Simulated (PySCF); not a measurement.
**Computed properties of 1-ethynyl-1-methylcyclopropane (C₆H₈), SMILES C1CC1(C)C#C**

C₆H₈, SMILES C#CC1(C)CC1. The structure is a stationary point at ωB97X-D3(BJ)/def2-SVP. Other conformers were not sampled. All values are computed for the isolated molecule unless a solvent is named; none is compared with measurement here.

**Structure.** The optimised structure has Cs symmetry. All 36 harmonic modes at ωB97X-D3(BJ)/def2-SVP (PySCF) are real, so it is a minimum. With heavy atoms numbered as in [CH:1]#[C:2][C:3]1([CH3:4])[CH2:5][CH2:6]1, the shortest bond between them is C1–C2 at 1.210 Å and the longest C3–C4 at 1.520 Å.

**Vibrations.** The strongest infrared lines (harmonic, unscaled, degenerate partners summed) lie at 3486 cm⁻¹ (76 km/mol, H 85 %, C 15 %), 701 cm⁻¹ (40 km/mol, H 74 %, C 26 %), 744 cm⁻¹ (31 km/mol, H 74 %, C 26 %). The softest mode is at 176 cm⁻¹ and the zero-point energy is 75.3 kcal/mol.

**Electronic structure.** PBE0/def2-TZVP (PySCF) places the frontier levels at -7.12 and 1.14 eV, a gap of 8.26 eV, and gives a dipole moment of 0.88 D and a mean polarisability of 67.8 bohr³. PBE/def2-TZVP (PySCF) at the same geometry gives -5.97 and 0.11 eV, so its gap is 2.18 eV narrower. An orbital gap is neither the optical nor the fundamental gap.

**Excitations.** TDA-PBE0/def2-SVPD (PySCF) has S1 at 6.33 eV (196 nm, f = 0.000, dark); the most intense of the 10 singlets computed lies at 7.44 eV (f = 0.06). T1 (TDA) is at 5.21 eV, 1.12 eV under S1. TDA-PBE/def2-SVPD (PySCF) puts S1 at 6.14 eV. No vertical singlet excitation falls in the visible range (under 3.1 eV).

**NMR.** GIAO shifts at PBE0/pcSseg-1 (PySCF) (non-relativistic, atoms alike by connectivity averaged): ¹³C from 10.8 to 95.4 ppm against TMS; ¹H from 1.0 to 2.0 ppm against TMS.
